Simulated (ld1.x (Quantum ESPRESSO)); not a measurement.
Cutoff test, Sr (Z = 38), TM semilocal

Sr, norm-conserving Troullier–Martins (semilocal form), made with ld1.x (Quantum ESPRESSO) 7.5 (LDA (PZ), scalar-relativistic). Core [Ar] 3d10 4s2, reference 4p6 4d0 5s1.5 5p0.5. Waves: 4p (bound): rc 2.10 bohr; 4d (bound, empty): rc 2.90 bohr; 5s (bound): rc 3.95 bohr. Local part: the s channel. Core correction: Bessel-smoothed model core inside 1.05 bohr.

Occupied shells without a wave of their own: 5p. They enter only through the test configuration that unscreens the potential, and ld1.x also counts them in the model core charge.

The pseudo-atom Hamiltonian at the reference potential is diagonalised in spherical Bessel functions j_l(qr) that vanish at 20 bohr, with q² up to the cutoff. All-electron valence levels (Ry): 4p -1.7289, 5p -0.1188, 4d -0.1380, 5s -0.2945.

**Question.** How do the lowest levels (Ry) of each channel move with the cutoff, and are there ghosts?

**Answer.**

```tsv
cutoff (Ry)	p #1	p #2	d #1	s #1	s #2	Σ f·Δε (mRy)
8	-1.6236	-0.1093	-0.0950	-0.2943	-0.0159	637.4
10	-1.6885	-0.1154	-0.1141	-0.2944	-0.0159	245.2
15	-1.7272	-0.1204	-0.1340	-0.2944	-0.0159	10.4
18	-1.7277	-0.1206	-0.1375	-0.2945	-0.0159	6.9
25	-1.7282	-0.1206	-0.1380	-0.2945	-0.0159	3.9
30	-1.7287	-0.1206	-0.1380	-0.2945	-0.0159	1.1
40	-1.7289	-0.1207	-0.1380	-0.2945	-0.0159	0.1
45	-1.7289	-0.1207	-0.1380	-0.2945	-0.0159	0.1
400	-1.7289	-0.1207	-0.1380	-0.2945	-0.0159	0.0
```

Result: no extra level below or beside the all-electron valence levels (p, d, s tested); the semilocal form is local in each channel, so this says nothing of the separable form that plane-wave codes build from it; 10 mRy is reached at 18 Ry and 1 mRy at 35 Ry.

ld1.x takes every shell without a wave as core, so the model core holds the 5p electrons as well and exchange and correlation see them twice. This cancels in the reference configuration, but the file is broken for other ones, and its errors say nothing about a proper core correction. Its largest configuration-test error is -343 meV.
